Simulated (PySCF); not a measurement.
# From a computed spectrum to the compound

A species of 3 atoms with charge 1 has these harmonic modes (PBE0, small Gaussian bases with core potentials, PySCF 2.14.0):

```tsv
cm⁻¹	km/mol	symmetry
64	15.7	a'
507	50.6	a'
661	174.5	a'
```

(1) Which species is it, and in which structure?

## Answers

(1) [CeSF]+ (singlet):
```xyz
3

Ce   -0.1646    0.0000   -0.2561
S     1.8474    0.0000    0.7429
F    -1.8972    0.0000    0.6358
```
Ideal gas at 298.15 K and 1 bar: S = 303.4 J/(mol K), Cp = 50.5 J/(mol K), H − H(0 K) = 12.9 kJ/mol (rigid rotor, harmonic modes, spin degeneracy alone). 
 Other answers can fit too; this one was computed.
